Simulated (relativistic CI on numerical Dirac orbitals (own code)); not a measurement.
## Hf2+ (5d2) in a crystal field

Calculated by Dirac-Coulomb-Breit CI, orbitals from a KLI potential per configuration, model QED (radiative potential, 1s self-energy scaled to tabulated hydrogen-like ionisation energies), valence Slater integrals scaled by 0.8, one configuration in a parametric crystal field (own radial code).

Field parameters in Wybourne normalisation: Oh B⁴₀ = 21Dq, B⁴₄ = √(5/14) B⁴₀. The field is a parameter set, without covalency.

S is read from ⟨S²⟩ = S(S + 1).

Site symmetry Oh; labels are those of the double group. Computed levels in cm⁻¹ above the lowest, in rising order:

| Δ (size of 10Dq) | Lowest | No. 2 | No. 3 | No. 4 | No. 5 | No. 6 | No. 7 | No. 8 |
| --- | --- | --- | --- | --- | --- | --- | --- | --- |
| 5500 | E | 351 T2 | 2255 T1 | 3296 A1 | 5526 T2 | 5933 A2 | 7064 T1 | 7333 E |
| 9950 | E | 219 T2 | 2018 T1 | 2851 A1 | 7801 T2 | 8752 E | 9813 A2 | 10806 T1 |
| 14350 | E | 150 T2 | 1869 T1 | 2608 A1 | 8178 T2 | 8563 E | 13909 A2 | 14431 T2 |
| 18800 | E | 110 T2 | 1771 T1 | 2454 A1 | 8197 T2 | 8433 E | 17456 A1 | 18168 A2 |
| 23200 | E | 86 T2 | 1703 T1 | 2350 A1 | 8170 T2 | 8341 E | 17693 A1 | 22441 A2 |
| 27600 | E | 70 T2 | 1654 T1 | 2275 A1 | 8139 T2 | 8273 E | 17838 A1 | 26748 A2 |
| 32050 | E | 59 T2 | 1616 T1 | 2217 A1 | 8110 T2 | 8220 E | 17937 A1 | 31128 A2 |
| 36450 | E | 51 T2 | 1586 T1 | 2173 A1 | 8085 T2 | 8178 E | 18008 A1 | 35473 A2 |
| 40900 | E | 45 T2 | 1562 T1 | 2136 A1 | 8063 T2 | 8144 E | 18062 A1 | 39879 A2 |

Ground-state S against |10Dq| in cm⁻¹: 5500: 0.98, 9950: 0.99, 14350: 0.99, 18800: 0.99, 23200: 0.99, 27600: 0.99, 32050: 0.99, 36450: 0.99, 40900: 0.99.

No abrupt spin change occurs in this range.
